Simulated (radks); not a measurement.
The numbers below are computed, except where a source is named.
All-electron atom: the rhenium ion Re73+ in [He] (the NIST ground configuration). Level of theory: Dirac Kohn-Sham, BLYP, spin-unpolarised, spherical densities, finite nucleus; Fermi nuclear charge, rms radius 5.3698 fm (a radial shooting solver on a logarithmic mesh with Libxc functionals).

Normalised radial functions P(r) = r R(r) (large component), r in bohr:

```
   r/bohr * 1s1/2 (the largest magnitude, 6.34, reaches the edge; | marks zero)
0.0006681 |          *
0.0007179 |           *
0.0007777 |            *
0.0008358 |             *
0.0008982 |             *
0.0009653 |              *
 0.001046 |               *
 0.001124 |                *
 0.001208 |                 *
 0.001308 |                  *
 0.001406 |                   *
 0.001511 |                    *
 0.001624 |                     *
 0.001759 |                       *
  0.00189 |                        *
 0.002031 |                         *
   0.0022 |                           *
 0.002365 |                            *
 0.002541 |                             *
 0.002731 |                               *
 0.002958 |                                *
 0.003179 |                                  *
 0.003417 |                                   *
 0.003701 |                                     *
 0.003977 |                                       *
 0.004274 |                                        *
 0.004593 |                                          *
 0.004976 |                                           *
 0.005348 |                                             *
 0.005747 |                                              *
 0.006225 |                                                *
  0.00669 |                                                 *
  0.00719 |                                                  *
 0.007726 |                                                   *
  0.00837 |                                                    *
 0.008995 |                                                     *
 0.009666 |                                                      *
  0.01047 |                                                      *
  0.01125 |                                                      *
  0.01209 |                                                      *
    0.013 |                                                     *
  0.01408 |                                                     *
  0.01513 |                                                    *
  0.01626 |                                                   *
  0.01761 |                                                 *
  0.01893 |                                               *
  0.02034 |                                             *
  0.02186 |                                          *
  0.02368 |                                        *
  0.02545 |                                     *
  0.02735 |                                  *
  0.02963 |                              *
  0.03184 |                           *
  0.03421 |                        *
  0.03677 |                     *
  0.03983 |                  *
   0.0428 |               *
    0.046 |            *
  0.04983 |          *
  0.05355 |        *
  0.05755 |      *
  0.06185 |    *
    0.067 |   *
    0.072 |  *
```

1s1/2: eigenvalue -81325 eV, 0 radial nodes, <r> = 0.0179 bohr, 90 % of the charge inside 0.0327 bohr.
